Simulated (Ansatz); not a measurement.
Abridged output of a molecular run in Ansatz:

```
Functional definition: HF
1467 factors; integrals over basis functions are off by at most 9.7e-4 eV
mean field evaluation 1: about -60053.1810 eV, gradient 4.1e1 eV
mean field evaluation 2: about -60053.4557 eV, gradient 4.1e1 eV
mean field evaluation 4: about -60056.9326 eV, gradient 5.1e0 eV
mean field evaluation 8: about -60056.9977 eV, gradient 6.7e-1 eV
mean field -60056.99864246 eV, -2207.0539920146 hartree, gradient 1.7e-6 eV, S^2 0.000000; 0 other end points of the search recorded, 0 dependent functions left out
16 core orbitals not correlated: weight in the atoms' cores, before any rotation towards them, 1.000 or more for the frozen orbitals, at most 0.000 for the correlated occupied ones
reference -60056.99864246 eV, -2207.0539920146 hartree; 16, 16 occupied and 206, 206 virtual orbitals, 1467 factors
second order -29.11213381 eV of doubles, -0.00000000 eV of singles
cycle   1  -27.67735992 eV  change     1.4e0 eV  update   1.4e-1
cycle   2  -28.48370204 eV  change   -8.1e-1 eV  update   5.4e-2
cycle   3  -28.67931460 eV  change   -2.0e-1 eV  update   2.4e-2
cycle   4  -28.64702058 eV  change    3.2e-2 eV  update   7.3e-3
cycle   5  -28.63756804 eV  change    9.5e-3 eV  update   3.1e-3
cycle   6  -28.64020943 eV  change   -2.6e-3 eV  update   9.7e-4
cycle   7  -28.64029025 eV  change   -8.1e-5 eV  update   3.4e-4
cycle   8  -28.63987646 eV  change    4.1e-4 eV  update   1.2e-4
cycle   9  -28.63993273 eV  change   -5.6e-5 eV  update   3.9e-5
cycle  10  -28.64000224 eV  change   -7.0e-5 eV  update   1.6e-5
cycle  11  -28.63996437 eV  change    3.8e-5 eV  update   6.7e-6
perturbative correction -0.93028399 eV, -0.0341873062 hartree
Total energy: -60086.56889082 eV, -2208.1406785986 hartree
```

Its atoms:

```xyz
9

F    -1.8532    2.8665   -1.1790
Zn   -1.3053    1.3351   -0.5270
C    -0.7143   -0.3406    0.1860
Si    1.1404   -0.5399    0.1831
H    -1.0981   -0.4240    1.2077
H    -1.1773   -1.1374   -0.4047
H     1.6700   -0.4345   -1.2043
H     1.5611   -1.8559    0.7392
H     1.7766    0.5308    0.9989
```

(1) Which basis set was used?
A. cc-pV(Q+d)Z
B. def2-SVPD
C. def2-TZVPP
D. cc-pV(D+d)Z

(2) Write the keys of the input that set method, charge and spin (a neutral closed shell needs none for the last two).

## Answers

(1) C. It gives 238 functions.

(2) 
```yaml
correlation: {method: ccsd_t, frozen_orbitals: {C: 1, F: 1, H: 0, Si: 5, Zn: 9}}
```
